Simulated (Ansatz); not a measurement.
System: SnO, charge 0, singlet. SnO (SMILES [Sn]=[O]).
B3LYP-D3(BJ)/def2-TZVP minimum from Ansatz (an electronic-structure program):
```xyz
2

Sn     0.0000     0.0000    -0.2526
O      0.0000     0.0000     1.5791
```
Charge 0, spin multiplicity 1.

Total energies in def2-TZVPP, 10 correlated electrons, 10 frozen orbitals. Open shells are spin-unrestricted; no spin-orbit coupling. Cores are frozen in correlated methods (noble-gas shells, and filled d and f shells in the p block). Past Kr the def2 sets carry scalar-relativistic core potentials. Spin-orbit terms, left out, reach several kcal/mol for Br and I, and more for heavier atoms. The T1 diagnostic of OSn ([O]=[Sn], singlet) reaches 0.048 in the sets run. The restricted determinant of OSn ([O]=[Sn], singlet) is unstable towards broken spin symmetry in at least one set run.

| method | program | energy (Eh) | minus CCSDT(Q) (mEh) |
|---|---|---|---|
| HF | Ansatz | -288.21774 | 358.28 |
| MP2 | Ansatz | -288.56396 | 12.07 |
| CCSD | Ansatz | -288.55126 | 24.77 |
| CCSD(T) | Ansatz | -288.57307 | 2.96 |
| CCSDT(Q) | Ansatz | -288.57603 | 0.00 |

Rough core times of Ansatz's runs on a shared machine: CCSD(T) under 20 s, CCSDT(Q) 60 s.
